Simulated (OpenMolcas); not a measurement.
Al+: from CASSCF to CASPT2

```
Program             : OpenMolcas 26.06
Basis               : ANO-RCC-VTZP [5s4p2d1f]
Scalar Hamiltonian  : DKH2, point nucleus
Active space        : 2 electrons in 4 orbitals (3s 3p)
State averaging     : 2S+1 = 3 even, 3 roots; 2S+1 = 1 even, 7 roots; 2S+1 = 3 odd, 3 roots; 2S+1 = 1 odd, 3 roots
Spin-orbit coupling : RASSI with atomic mean-field integrals over the reference wave functions, term energies averaged over their components
```

Methods on the same reference wave functions:
A. CASSCF
B. SS-CASPT2, IPEA 0.25 Eh, imaginary shift 0.1 Eh (closed shells correlated: 2s 2p)
C. MS-CASPT2, IPEA 0.25 Eh, imaginary shift 0.1 Eh (closed shells correlated: 2s 2p)

Energies in eV above 3s2 1S0, the measured ground level; measured values from NIST Handbook of Basic Atomic Spectroscopic Data.

```csv
Level,A,B,C,Measured
3s2 1S0,0.0000,0.0000,0.0000,0.0000
3s 3p 3P* 0,4.4698,4.565,4.578,4.6361
3s 3p 3P* 1,4.4761,4.571,4.585,4.6437
3s 3p 3P* 2,4.4887,4.584,4.597,4.6591
3s 3p 1P* 1,8.2614,7.646,7.660,7.4207
3p2 3P0,11.5480,11.640,11.654,11.6650
3p2 3P1,11.5542,11.646,11.660,11.6728
3p2 3P2,11.5664,11.657,11.671,11.6878
3p2 1D2,12.6140,11.711,11.725,10.5983
3p2 1S0,15.0224,13.939,13.966,13.8413
```

Deviations, from unrounded energies. A percentage is the sum of absolute deviations over the sum of measured energies, with the sign that they share, or ± where signs differ.

| Against measurement | Levels | A | B | C |
| --- | --- | --- | --- | --- |
| mean absolute deviation (cm-1) | 9 | 4400 | 1600 | 1500 |
| other configurations (%) | 9 | ±6.1 | ±2.2 | ±2.1 |

B, C lie about equally close to measurement and A furthest from it. The largest miss of C in the table is 3p2 1D2, by +9100 cm-1. The ranking rests on the paired levels alone, and a cruder setting can come out closer through cancelling errors.

Between B and C the level of the table that moves most is 3p2 1S0, by 220 cm-1 (lowest in B, highest in C).

The lowest spin-free term lies below A's lowest term by 0.214 hartree in B, 0.215 hartree in C.

Over all roots computed the reference weight is 0.92 to 0.98 in B, 0.92 to 0.98 in C; the roots of lowest weight are the least certain, and an intruder state may touch them. The ¹D term of p² mixes with s d, which this space lacks. Without dynamic correlation excited terms often stand tens of per cent too high (terms of higher spin than the ground term too low), and those without a measured partner can miss by more than the paired ones (holds for A). Measured partners are found by configuration, term and J. A level has none where our copy of the source lacks it or the pairing is in doubt (some pairs that miss far off the trend of their configuration count as doubtful), and it then counts in no deviation. Levels of configurations outside the active space are missing.

* marks odd parity.
